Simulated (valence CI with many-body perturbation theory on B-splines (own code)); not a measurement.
The numbers below are computed, except where a source is named.
**Level structure of Hg40+**

Method: configuration interaction combined with many-body perturbation theory (CI+MBPT): four valence electrons over a frozen Dirac-Fock core [Kr], radial functions for each j: 9 s, 9 p, 10 d, 8 f, 5 g, 3 h, 1 i, with the one-electron correlation potential Σ1, the two-electron term Σ2, the three-electron term Σ3, Breit, model QED; selected CI, second order for the rest (own B-spline code, finite nucleus).

No measured spectrum was set against this ion. As an estimate, large intervals hold to a few tenths of a per cent, small ones and those within an open d or f shell to about a per cent. Only levels of the ground parity were solved; by the run's estimate the other parity begins above the list, which can be wrong where configurations are misplaced.

Levels 1 to 34 of 34, with energies above the lowest level, (4d3/2^4) J=0. "Leading %" is the weight of the configuration and term that name the level; weights of strongly mixed levels are sums over their largest components and can fall short. In the jj column 3d3/2^4 stands for four electrons in 3d with j = 3/2.

```
No.  Configuration  Term  J  E (cm⁻¹)  Leading %      g  Second component               Leading jj
  1            4d⁴    ³P  0         0         60              27 % 4d⁴ ⁵D           4d3/2^4 (98 %)
  2            4d⁴    ⁵D  1    190650         58  1.496       41 % 4d⁴ ³P     4d3/2^3 4d5/2 (99 %)
  3            4d⁴    ³F  4    235370         28  1.068       24 % 4d⁴ ³H     4d3/2^3 4d5/2 (98 %)
  4            4d⁴    ⁵D  2    241610         36  1.214       18 % 4d⁴ ³D     4d3/2^3 4d5/2 (93 %)
  5            4d⁴    ³F  3    253360         30  1.126       20 % 4d⁴ ³G     4d3/2^3 4d5/2 (95 %)
  6            4d⁴    ⁵D  0    412790         66              22 % 4d⁴ ¹S   4d3/2^2 4d5/2^2 (98 %)
  7            4d⁴    ⁵D  2    415380         51  1.273       15 % 4d⁴ ³F   4d3/2^2 4d5/2^2 (95 %)
  8            4d⁴    ³H  4    424820         40  1.148       36 % 4d⁴ ⁵D   4d3/2^2 4d5/2^2 (98 %)
  9            4d⁴    ⁵D  3    429120         49  1.176       32 % 4d⁴ ³G   4d3/2^2 4d5/2^2 (94 %)
 10            4d⁴    ³H  5    445770         67  1.084       33 % 4d⁴ ³G  4d3/2^2 4d5/2^2 (100 %)
 11            4d⁴    ¹I  6    458460         53  1.074       47 % 4d⁴ ³H   4d3/2^2 4d5/2^2 (99 %)
 12            4d⁴    ³D  1    458990         41  1.080       41 % 4d⁴ ³P   4d3/2^2 4d5/2^2 (96 %)
 13            4d⁴    ³F  3    471800         45  1.072       24 % 4d⁴ ³D   4d3/2^2 4d5/2^2 (98 %)
 14            4d⁴    ³G  4    474940         54  1.033       39 % 4d⁴ ¹G   4d3/2^2 4d5/2^2 (98 %)
 15            4d⁴    ³F  2    479220         33  1.080       30 % 4d⁴ ³D   4d3/2^2 4d5/2^2 (97 %)
 16            4d⁴    ³F  2    522520         50  0.983       29 % 4d⁴ ³P   4d3/2^2 4d5/2^2 (97 %)
 17            4d⁴    ³F  4    538310         65  1.188       27 % 4d⁴ ¹G   4d3/2^2 4d5/2^2 (96 %)
 18            4d⁴    ¹D  2    579290         42  1.125       31 % 4d⁴ ³P   4d3/2^2 4d5/2^2 (94 %)
 19            4d⁴    ³P  0    631190         57              42 % 4d⁴ ¹S   4d3/2^2 4d5/2^2 (83 %)
 20            4d⁴    ⁵D  4    648830         37  1.165       24 % 4d⁴ ³H     4d3/2 4d5/2^3 (95 %)
 21            4d⁴    ³F  3    652140         42  1.199       30 % 4d⁴ ⁵D     4d3/2 4d5/2^3 (97 %)
 22            4d⁴    ³D  1    669250         50  0.995       28 % 4d⁴ ³P     4d3/2 4d5/2^3 (97 %)
 23            4d⁴    ³G  5    675060         67  1.140       33 % 4d⁴ ³H    4d3/2 4d5/2^3 (100 %)
 24            4d⁴    ³H  6    679260         53  1.083       47 % 4d⁴ ¹I     4d3/2 4d5/2^3 (99 %)
 25            4d⁴    ³F  2    701530         46  1.064       38 % 4d⁴ ³P     4d3/2 4d5/2^3 (96 %)
 26            4d⁴    ³D  3    708790         36  1.089       32 % 4d⁴ ¹F     4d3/2 4d5/2^3 (98 %)
 27            4d⁴    ¹S  0    734990         76              19 % 4d⁴ ³P     4d3/2 4d5/2^3 (79 %)
 28            4d⁴    ³P  1    756730         89  1.411        8 % 4d⁴ ³D     4d3/2 4d5/2^3 (98 %)
 29            4d⁴    ³F  3    757610         64  1.059       32 % 4d⁴ ¹F     4d3/2 4d5/2^3 (99 %)
 30            4d⁴    ¹G  4    762680         65  1.050       23 % 4d⁴ ³F     4d3/2 4d5/2^3 (97 %)
 31            4d⁴    ¹D  2    773660         61  1.118       26 % 4d⁴ ³P     4d3/2 4d5/2^3 (90 %)
 32            4d⁴    ³F  4    905280         46  1.165       21 % 4d⁴ ¹G           4d5/2^4 (98 %)
 33            4d⁴    ¹D  2    938900         34  1.106       25 % 4d⁴ ³D           4d5/2^4 (94 %)
 34            4d⁴    ³P  0   1024700         52              45 % 4d⁴ ¹S           4d5/2^4 (92 %)
```

The ionisation energy to 4d³ ⁴F3/2 of the next ion comes out as 1930 eV (NIST: 1928 ± 4 eV (theoretical)). All 34 levels together are meant to be complete up to 1065700 cm⁻¹.
